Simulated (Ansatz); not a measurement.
A made-up structure of InSiH4, doublet:

Si1  (2.276, -0.097, 1.880)
In2  (-0.446, 0.006, -0.391)
H3  (-2.016, 0.641, -0.740)
H4  (-0.532, -1.714, -0.222)
H5  (0.661, 0.452, -1.643)
H6  (0.048, 0.713, 1.109)
(Å)

It is relaxed with PBE-D4/def2-SVP and then PBE0-D4/def2-TZVP (Ansatz 0.2.0). Atoms count as bonded within 1.22 times the sum of their covalent radii (H–H: 0.88 Å). The end point is not checked to be a true minimum.

Problem. Does its bonding change? (Judge from chemistry; the calculation decides.)

Solution. The calculation gives: Yes. Formed: Si1–In2, Si1–H4, Si1–H6; broken: none.

Where it ends: The first stage lowers the energy by 3.19 eV in 15 steps. It ends as InSiH₄ ([H]1[Si]2[H][InH2]12):
```
6
angstrom
Si 0.9192 -0.7081 1.6655
In -0.3561 0.2732 -0.6448
H -2.0492 0.4509 -0.4825
H 0.2395 -1.3484 0.3355
H 0.7077 0.5806 -1.9479
H 0.5297 0.7518 1.0674
```

Labels in which every atom is bracketed show which atoms are joined, not bond orders.

For scale, one of the runs: PBE0-D4/def2-TZVP relaxation, 111 basis functions, launched by `ansatz run in.yaml --threads 2 --pin off --events-out ev --progress --plain --max-ram 4352MiB`. The run took about 84 s on 2 CPU threads of an AMD EPYC 7571 (shared host).
